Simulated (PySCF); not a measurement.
FH₃Si. Atoms are numbered in the order given.

```xyz
5

Si     0.0000     0.0000    -0.5002
F      0.0000     0.0000     1.1004
H     -1.2168    -0.7025    -0.9669
H      0.0000     1.4050    -0.9669
H      1.2168    -0.7025    -0.9669
```
Charge 0, spin multiplicity 1.

Geometry optimised at r2SCAN-D4/def2-TZVP.

Level of theory: PySCF with r2SCAN-D4/def2-TZVP.

Frequencies are harmonic and unscaled.

Modes within 1.5 cm⁻¹ of each other (mostly degenerate sets) share a row, with their intensities summed.

Computed normal modes with their intensities:
```
mode  ν (cm⁻¹)  IR (km/mol)  Raman (Å⁴/amu)  depolarisation  moving atoms (share of kinetic energy)
----  --------  -----------  --------------  --------------  --------------------------------------
1–2        728        113.0            17.2            0.75                          H 85 %, Si 8 %
3          879         57.5             5.1            0.38                 F 61 %, Si 29 %, H 10 %
4–5        960        167.0            22.7            0.75                                  H 95 %
6          993        201.0             3.1            0.72                         H 85 %, Si 14 %
7         2241         32.0           245.0            0.04                                  H 99 %
8–9       2249        275.1           112.9            0.75                                  H 96 %
```
